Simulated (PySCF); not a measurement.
**Optical rotation: `O[C@]12CCC=C[C@H]1C2`, C$_{7}$H$_{10}$O**

Geometry:
```csv
atom,x (Å),y (Å),z (Å)
O1,1.368,-1.573,-1.002
C2,0.804,-0.609,-0.161
C3,-0.429,-1.053,0.614
C4,-1.697,-0.420,0.033
C5,-1.546,1.068,-0.079
C6,-0.388,1.624,-0.403
C7,0.811,0.801,-0.666
C8,1.722,0.403,0.475
H9,1.758,-2.273,-0.466
H10,-0.332,-0.762,1.662
H11,-0.507,-2.142,0.570
H12,-1.877,-0.834,-0.964
H13,-2.556,-0.670,0.657
H14,-2.425,1.672,0.096
H15,-0.276,2.695,-0.492
H16,1.299,0.983,-1.615
H17,2.779,0.336,0.264
H18,1.483,0.761,1.465
```

Level of theory: TDDFT BHandHLYP/def2-SVPD circular dichroism and optical rotation, one conformer, gas phase in PySCF. Geometry: GFN2-xTB.

The molecule is flexible and this is one conformer; a measurement averages over conformers. States above about 7.8 eV (minus the energy of the highest occupied orbital) lie near or above the ionisation threshold and depend on the basis.

Stereocentres: C2 S, C7 R.

(1) What is the specific rotation at 633, 589.3, 546, 436, 405, 365, 355 nm?

(2) And for the mirror image at 589.3 nm?

(3) What is the molar rotation [Φ] = [α]·M/100 of the geometry above at 589.3 nm?

Results:

(1) [α] in deg dm⁻¹ (g/mL)⁻¹:
| λ (nm) | origin-invariant length gauge | modified velocity gauge | length gauge (centre of mass) | isotropic polarisability (au) |
| --- | --- | --- | --- | --- |
| 633 | -92.6 | -108.1 | -91.3 | 80.7 |
| 589.3 | -109.8 | -127.9 | -108.3 | 81.0 |
| 546 | -132.4 | -153.7 | -130.6 | 81.4 |
| 436 | -239.7 | -274.5 | -236.4 | 82.9 |
| 405 | -296.6 | -337.7 | -292.6 | 83.6 |
| 365 | -409.5 | -461.8 | -404.0 | 84.8 |
| 355 | -448.8 | -504.6 | -442.8 | 85.2 |

(2) +109.8 deg dm⁻¹ (g/mL)⁻¹ (origin-invariant length gauge): the same size and the opposite sign.

(3) With M = 110.16 g/mol, -121.0 deg cm² dmol⁻¹ (origin-invariant length gauge).

The first excitation lies at 6.76 eV (183 nm) with R = -35.1 × 10⁻⁴⁰ esu² cm² (velocity form).
